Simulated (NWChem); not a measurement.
CH6OSiTe; SMILES [SiH3]O[Te]C

```xyz
10

Te    -0.3302     0.7639    -0.0358
C      1.7627     1.2160     0.0032
H      1.8708     2.2690    -0.2964
H      2.3067     0.5723    -0.6988
H      2.1328     1.0842     1.0276
O     -0.1106    -1.0650     0.7595
Si     0.0588    -2.4204    -0.2020
H     -1.1484    -2.6509    -1.0556
H      0.2439    -3.5782     0.7205
H      1.2515    -2.3072    -1.1017
```
Atoms are numbered in this order, from 1.

Results from NWChem. Structure relaxed at the PBE0/def2-SVP level. No frequency run checked for a minimum. def2 effective core potentials on Te; no spin-orbit coupling.

For level PBE/def2-SVP:

* **highest occupied level (eV)**: -4.86
* **orbital gap (eV)**: 2.32
* **dipole (D)**: 1.94

Question: How do the values read with level PBE0/def2-SVP instead?

Answer: 
- highest occupied level (eV) = -6.00
- orbital gap (eV) = 4.33
- dipole (D) = 2.06
